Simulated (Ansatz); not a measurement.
`C[Si](C)(C)C#Cc1sc(-c2sc(-c3sc(-c4sc(C#C[Si](C)(C)C)c5c4OCCO5)c4c3OCCO4)c3c2OCCO3)c2c1OCCO2` with charge +1. The state is a doublet with charge 1. Geometry PBE-D4/def2-SVP, that of the neutral singlet; atoms count from 1.

```xyz
82

C    -6.357   -9.853    3.467
Si   -6.631   -7.981    3.475
C    -7.965   -7.507    2.219
C    -7.138   -7.400    5.203
C    -5.047   -7.166    3.005
C    -3.976   -6.632    2.683
C    -2.768   -6.022    2.320
S    -2.616   -4.272    2.167
C    -0.928   -4.372    1.696
C    -0.191   -3.187    1.353
S    -0.999   -1.833    0.570
C     0.481   -0.883    0.497
C     0.523    0.433   -0.063
S     2.015    1.364   -0.190
C     1.193    2.720   -0.962
C     1.879    3.908   -1.369
S     1.063    5.246   -2.164
C     2.557    6.176   -2.312
C     2.570    7.443   -2.909
C     2.566    8.562   -3.443
Si    2.557   10.220   -4.244
C     1.131   11.237   -3.527
C     2.320   10.006   -6.110
C     4.213   11.065   -3.890
C     3.624    5.461   -1.757
C     3.241    4.196   -1.234
O     4.130    3.332   -0.658
C     5.482    3.664   -0.983
C     5.723    5.160   -0.823
O     4.905    5.916   -1.720
C    -0.170    2.439   -1.093
C    -0.543    1.165   -0.593
O    -1.826    0.700   -0.633
C    -2.646    1.457   -1.530
C    -2.419    2.952   -1.344
O    -1.065    3.305   -1.651
C     1.537   -1.618    1.042
C     1.163   -2.902    1.534
O     2.048   -3.725    2.164
C     3.403   -3.366    1.892
C     3.614   -1.865    2.051
O     2.813   -1.136    1.118
C    -0.510   -5.706    1.678
C    -1.538   -6.628    2.042
O    -1.344   -7.973    2.080
C     0.042   -8.323    2.032
C     0.772   -7.505    0.976
O     0.733   -6.112    1.291
H    -5.566  -10.141    4.188
H    -7.290  -10.386    3.746
H    -6.047  -10.203    2.461
H    -7.680   -7.833    1.197
H    -8.934   -7.982    2.477
H    -8.115   -6.409    2.196
H    -7.276   -6.300    5.226
H    -8.092   -7.874    5.513
H    -6.362   -7.660    5.952
H     1.091   12.242   -3.995
H     0.159   10.735   -3.705
H     1.250   11.369   -2.432
H     2.307   10.991   -6.622
H     3.140    9.400   -6.547
H     1.362    9.491   -6.330
H     4.247   12.069   -4.364
H     5.056   10.466   -4.290
H     4.368   11.191   -2.800
H     5.706    3.354   -2.030
H     6.126    3.085   -0.293
H     5.510    5.464    0.228
H     6.773    5.417   -1.061
H    -3.696    1.187   -1.303
H    -2.420    1.168   -2.582
H    -3.062    3.537   -2.031
H    -2.655    3.244   -0.295
H     3.677   -3.679    0.858
H     4.030   -3.927    2.611
H     3.357   -1.556    3.091
H     4.668   -1.590    1.848
H     0.087   -9.405    1.798
H     0.509   -8.154    3.030
H     0.310   -7.684   -0.023
H     1.842   -7.789    0.928
```

Single mean-field runs in def2-SVP are fitted with def2-universal-jkfit.

Question: Estimate the Mulliken populations of the heavy atoms from the PBE0/def2-SVP orbitals of Ansatz.

Answer: 
| atom | charge (e) | spin (α − β) |
| --- | --- | --- |
| C1 | -0.33 | 0.00 |
| Si2 | 0.52 | -0.01 |
| C3 | -0.33 | 0.00 |
| C4 | -0.33 | 0.00 |
| C5 | -0.36 | 0.12 |
| C6 | 0.17 | -0.07 |
| C7 | -0.22 | 0.14 |
| S8 | 0.21 | -0.01 |
| C9 | -0.18 | -0.02 |
| C10 | -0.16 | 0.17 |
| S11 | 0.22 | -0.03 |
| C12 | -0.12 | 0.06 |
| C13 | -0.12 | 0.10 |
| S14 | 0.25 | -0.04 |
| C15 | -0.11 | 0.17 |
| C16 | -0.13 | -0.01 |
| S17 | 0.25 | -0.02 |
| C18 | -0.23 | 0.19 |
| C19 | 0.16 | -0.10 |
| C20 | -0.35 | 0.16 |
| Si21 | 0.52 | -0.01 |
| C22 | -0.33 | 0.00 |
| C23 | -0.33 | 0.01 |
| C24 | -0.33 | 0.00 |
| C25 | 0.27 | -0.07 |
| C26 | 0.14 | 0.09 |
| O27 | -0.35 | 0.02 |
| C28 | 0.11 | 0.00 |
| C29 | 0.12 | 0.00 |
| O30 | -0.32 | 0.00 |
| C31 | 0.17 | -0.02 |
| C32 | 0.17 | 0.04 |
| O33 | -0.35 | 0.01 |
| C34 | 0.12 | 0.00 |
| C35 | 0.12 | 0.00 |
| O36 | -0.35 | 0.01 |
| C37 | 0.14 | 0.06 |
| C38 | 0.24 | -0.03 |
| O39 | -0.32 | 0.00 |
| C40 | 0.12 | 0.00 |
| C41 | 0.12 | 0.00 |
| O42 | -0.35 | 0.02 |
| C43 | 0.21 | 0.07 |
| C44 | 0.23 | -0.05 |
| O45 | -0.32 | 0.00 |
| C46 | 0.12 | 0.00 |
| C47 | 0.11 | 0.00 |
| O48 | -0.33 | 0.02 |
Mulliken values depend strongly on the basis.

Question: Where does the spin sit?

Answer: Summed by element: C 1.02, Si -0.01, S -0.10, O 0.08, H 0.02, of 1 unpaired in all. Largest on single atoms: C18 0.19, C10 0.17, C15 0.17.

Question: And the Mayer bond orders between heavy atoms (over 0.3, the first 40 of 55)?

Answer: C1–Si2 1.03 (1.89 Å); Si2–C3 1.03 (1.89 Å); Si2–C4 1.03 (1.89 Å); Si2–C5 0.82 (1.84 Å); C5–C6 2.68 (1.24 Å); C6–C7 1.08 (1.40 Å); C7–S8 1.09 (1.76 Å); C7–C44 1.42 (1.40 Å); S8–C9 1.10 (1.76 Å); C9–C10 1.19 (1.44 Å); C9–C43 1.41 (1.40 Å); C10–S11 1.10 (1.76 Å); C10–C38 1.40 (1.40 Å); S11–C12 1.08 (1.76 Å); C12–C13 1.35 (1.43 Å); C12–C37 1.35 (1.40 Å); C13–S14 1.07 (1.76 Å); C13–C32 1.34 (1.40 Å); S14–C15 1.08 (1.76 Å); C15–C16 1.32 (1.43 Å); C15–C31 1.34 (1.40 Å); C16–S17 1.09 (1.76 Å); C16–C26 1.35 (1.40 Å); S17–C18 1.08 (1.77 Å); C18–C19 1.10 (1.40 Å); C18–C25 1.39 (1.40 Å); C19–C20 2.67 (1.24 Å); C20–Si21 0.82 (1.84 Å); Si21–C22 1.03 (1.89 Å); Si21–C23 1.03 (1.89 Å); Si21–C24 1.03 (1.89 Å); C25–C26 1.23 (1.42 Å); C25–O30 1.16 (1.36 Å); C26–O27 1.12 (1.37 Å); O27–C28 0.90 (1.43 Å); C28–C29 1.06 (1.52 Å); C29–O30 0.92 (1.43 Å); C31–C32 1.27 (1.42 Å); C31–O36 1.13 (1.37 Å); C32–O33 1.13 (1.37 Å).
